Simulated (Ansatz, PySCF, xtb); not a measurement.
Gas-phase reaction 2 R1 + R2 → 3 P1, each structure at its B3LYP-D3(BJ)/def2-TZVP stationary point, reached from a drawn start (curvature not checked).
R1: BCl3 (SMILES ClB(Cl)Cl), charge 0, multiplicity 1.
P1, BCl2F (SMILES FB(Cl)Cl) (charge 0, multiplicity 1, Z-matrix in Å and degrees):
```
B
F 1 1.3142
Cl 1 1.7469 2 119.19
Cl 1 1.7469 2 119.19 3 180.00
```
R2: BF3 (SMILES FB(F)F), charge 0, multiplicity 1.

P less R. No zero-point or thermal terms.

Frozen-core correlation throughout.

Run with Ansatz (an electronic-structure program) with Gaussian orbitals; PySCF for the D3/D4 terms; xtb for the GFN methods. All values are computed, each at the level named.

```json
[
 {"level": "GFN1-xTB", "reaction energy (meV)": "-65.8"},
 {"level": "PBE-D4/def2-TZVPP", "reaction energy (meV)": "70.8"},
 {"level": "BLYP-D4/def2-TZVPP", "reaction energy (meV)": "60.5"},
 {"level": "revPBE-D4/def2-TZVPP", "reaction energy (meV)": "78.5"},
 {"level": "B3LYP-D4/def2-TZVPP", "reaction energy (meV)": "81.5"},
 {"level": "PBE0/def2-TZVPP", "reaction energy (meV)": "80.6"},
 {"level": "wB97M-V/def2-TZVPP", "reaction energy (meV)": "60.1"},
 {"level": "B2PLYP/def2-TZVPP", "reaction energy (meV)": "88.3"},
 {"level": "SCS-MP2/cc-pV(Q+d)Z", "reaction energy (meV)": "?"}
]
```

Complete the blanks.


- SCS-MP2/cc-pV(Q+d)Z, reaction energy (meV): 161.8
